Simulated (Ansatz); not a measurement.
`NB[SiH2][SiH3]` + CH₃SH → `CS[SiH2][SiH3]` + `BN`  (cleavage of the Si–B bond)

Isolated molecules relaxed with PBE0-D4/def2-TZVP in Ansatz; ΔE leaves out vibrations. CBS: MP2 limit from def2 TZ/QZ plus the TZ coupled-cluster correction, frozen cores. This one scheme is used for every species. Functionals use def2-TZVPP. B3LYP here is the variant with VWN-RPA as its local correlation; programs differ in this. Each species was taken in one conformer, which may not be the lowest.

| species | B3LYP energy (Eh) |
| --- | --- |
| `NB[SiH2][SiH3]` | -663.53162 |
| CH₃SH | -438.75246 |
| `CS[SiH2][SiH3]` | -1020.22430 |
| `BN` | -82.08383 |

(1) Work out ΔE.

Largest T1 diagnostic among the species: 0.014.

## Answers

(1) ΔE = (-1020.22430) + (-82.08383) − (-663.53162) − (-438.75246) = -0.02405 Eh = -15.1 kcal/mol. CCSD(T)/CBS gives -16.3 kcal/mol.

The D4 term adds −1.0 kcal/mol with B3LYP and −0.5 kcal/mol with PBE0; it sums over pairs of atoms, weighted by their polarisabilities, and B3LYP, whose exchange is more repulsive, gets the larger term. From PBE to PBE0 (25 % exact exchange), in def2-TZVPP and without D4, ΔE moves by −0.8 kcal/mol.
